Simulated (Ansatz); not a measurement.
# Ligand exchange: C2H11NSi2 + AlH(CH3)(OH) → CH9NSi2 + C2H7AlO

Species: C2H11NSi2 `C[SiH2]N(C)[SiH3]`, singlet; AlH(CH3)(OH), singlet; CH9NSi2 `CN([SiH3])[SiH3]`, singlet; C2H7AlO `C[CH2][AlH][OH]`, singlet. The partners trade CH3 for H: Si–CH3 and C–H bonds give way to Si–H and C–CH3.

Shapes, held fixed at every level: PBE0-D4/def2-TZVP. Flexible molecules stand in one conformer, not always the lowest. Programs: Ansatz 0.2.0. The zero-point and thermal change to 298 K, harmonic and unscaled (PBE0-D4/def2-TZVP), is -0.7 kJ/mol.

```json
{"level": "r2SCAN-D4/def2-TZVPP", "kind": "meta-GGA", "ΔH(298 K) (kJ/mol)": "+69.1", "less CCSD(T)/CBS estimate": "+4.0"}
{"level": "r2SCAN0-D4/def2-TZVPP", "kind": "global hybrid", "ΔH(298 K) (kJ/mol)": "+68.4", "less CCSD(T)/CBS estimate": "+3.3"}
{"level": "wB97X-V/def2-TZVPP", "kind": "range-separated hybrid", "ΔH(298 K) (kJ/mol)": "+63.3", "less CCSD(T)/CBS estimate": "-1.8"}
{"level": "B2PLYP/def2-TZVPP", "kind": "double hybrid", "ΔH(298 K) (kJ/mol)": "+64.1", "less CCSD(T)/CBS estimate": "-1.0"}
{"level": "MP2/def2-TZVPP", "kind": "perturbation theory", "ΔH(298 K) (kJ/mol)": "+66.1", "less CCSD(T)/CBS estimate": "+1.0"}
{"level": "CCSD(T)/def2-SVP", "kind": "coupled cluster or CI", "ΔH(298 K) (kJ/mol)": "+49.6", "less CCSD(T)/CBS estimate": "-15.5"}
{"level": "CCSD(T)/CBS estimate", "kind": "coupled cluster or CI", "ΔH(298 K) (kJ/mol)": "+65.1", "less CCSD(T)/CBS estimate": "0.0"}
```

The highest level, CCSD(T)/CBS estimate, gives ΔH(298 K) = +65.1 kJ/mol; the levels span +49.6 to +69.1. The column of differences is taken from that level and isn't an error. No measured value is set beside it here. The CBS estimate extrapolates MP2 from def2-TZVPP and def2-QZVPP and adds CCSD(T) − MP2 in the triple-zeta set, cores frozen.
